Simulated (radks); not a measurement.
The numbers below are computed, except where a source is named.
The lithium ion Li2+ inside a hard spherical wall (all orbitals vanish at R), configuration held at 1s1 and not refilled when levels cross. Code: a radial shooting solver on a logarithmic mesh with Libxc functionals. Model: non-relativistic Kohn-Sham, LDA (Slater exchange, Perdew-Wang correlation), spin-polarised, spherical densities, point nucleus; open shells are filled with parallel spins first. Eigenvalues in eV for spin up, with the zero of energy where the potential of the charges vanishes at infinity; a dash marks a level that is unbound or too diffuse for the functional's potential to be trusted. A positive occupied level is held by the wall or, in an anion where self-interaction has pushed it up, behind a barrier. The pressure on the wall is -dE/dV.

R (bohr) = free: E (hartree) -4.40212; kinetic (hartree) 4.380; e(1s) -102.00; e(2s, empty) -18.552; e(2p, empty) -17.284; pressure (GPa) 0
R (bohr) = 12: E (hartree) -4.40212; kinetic (hartree) 4.380; e(1s) -102.00; e(2s, empty) -18.552; e(2p, empty) -17.284; pressure (GPa) < 0.0001
R (bohr) = 10: E (hartree) -4.40212; kinetic (hartree) 4.380; e(1s) -102.00; e(2s, empty) -18.552; e(2p, empty) -17.284; pressure (GPa) < 0.0001
R (bohr) = 8: E (hartree) -4.40212; kinetic (hartree) 4.380; e(1s) -102.00; e(2s, empty) -18.550; e(2p, empty) -17.283; pressure (GPa) < 0.0001
R (bohr) = 3.5: E (hartree) -4.40211; kinetic (hartree) 4.380; e(1s) -102.00; e(2s, empty) -15.099; e(2p, empty) -15.210; pressure (GPa) 0.00527
R (bohr) = 3: E (hartree) -4.40205; kinetic (hartree) 4.381; e(1s) -101.99; e(2s, empty) -11.159; e(2p, empty) -12.973; pressure (GPa) 0.0857
R (bohr) = 2.5: E (hartree) -4.40135; kinetic (hartree) 4.389; e(1s) -101.95; e(2s, empty) -2.241; e(2p, empty) -8.114; pressure (GPa) 1.39
R (bohr) = 2: E (hartree) -4.39392; kinetic (hartree) 4.448; e(1s) -101.58; e(2s, empty) 19.666; e(2p, empty) 3.315; pressure (GPa) 22.3
R (bohr) = 1.5: E (hartree) -4.32288; kinetic (hartree) 4.828; e(1s) -98.722; e(2s, empty) 80.921; e(2p, empty) 34.219; pressure (GPa) 366
